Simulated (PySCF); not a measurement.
C₃H₁₂N₂Si.

```xyz
18

C     -1.6300    -0.9844     1.1943
C     -1.0828     0.2090     0.3977
C     -1.6993     0.2909    -1.0070
Si     0.8214     0.1232     0.3077
N      1.4973    -1.2146    -0.5835
N      1.3276     1.5639    -0.5394
H     -2.7394    -0.9626     1.2590
H     -1.2335    -1.0116     2.2304
H     -1.3482    -1.9442     0.7090
H     -1.3313     1.1453     0.9518
H     -1.4625    -0.6236    -1.5934
H     -2.8072     0.3735    -0.9667
H     -1.3073     1.1549    -1.5804
H      1.3413    -0.0896     1.7153
H      1.6444    -2.1076    -0.1095
H      1.2362    -1.3551    -1.5624
H      0.8776     2.4531    -0.3081
H      2.3280     1.7044    -0.7028
```

Coordinates come from a PBE-D3(BJ)/def2-SVP optimisation. The structure was generated by enumeration, and PubChem lists no compound with its InChIKey, so it may never have been made. The values are those of a single conformer.

Calculation: PySCF with PBE/pcSseg-1. Non-relativistic, no solvent.

Computed absolute GIAO shielding of each atom: isotropic value and principal components (ppm):
| atom | σ(iso) | σ11 | σ22 | σ33 | span |
|---|---|---|---|---|---|
| C1 | 159.1 | 145.0 | 152.6 | 179.7 | 34.7 |
| C2 | 158.3 | 154.6 | 157.3 | 163.1 | 8.6 |
| C3 | 160.3 | 146.1 | 155.1 | 179.8 | 33.7 |
| Si4 | 349.1 | 305.5 | 352.0 | 389.8 | 84.4 |
| N5 | 247.6 | 203.8 | 267.1 | 271.8 | 68.0 |
| N6 | 235.8 | 196.4 | 251.5 | 259.6 | 63.3 |
| H7 | 30.0 | 25.9 | 27.6 | 36.4 | 10.4 |
| H8 | 29.9 | 25.5 | 27.5 | 36.6 | 11.0 |
| H9 | 30.3 | 26.4 | 29.4 | 35.0 | 8.6 |
| H10 | 30.4 | 26.7 | 29.1 | 35.6 | 8.9 |
| H11 | 30.2 | 26.4 | 29.3 | 35.0 | 8.5 |
| H12 | 30.0 | 25.9 | 27.6 | 36.5 | 10.6 |
| H13 | 29.5 | 24.2 | 29.1 | 35.3 | 11.1 |
| H14 | 26.0 | 23.2 | 23.8 | 31.1 | 7.9 |
| H15 | 30.8 | 24.1 | 26.3 | 42.1 | 18.0 |
| H16 | 30.7 | 24.2 | 27.0 | 41.0 | 16.8 |
| H17 | 31.1 | 23.9 | 28.4 | 40.8 | 16.8 |
| H18 | 30.6 | 23.4 | 26.8 | 41.6 | 18.2 |
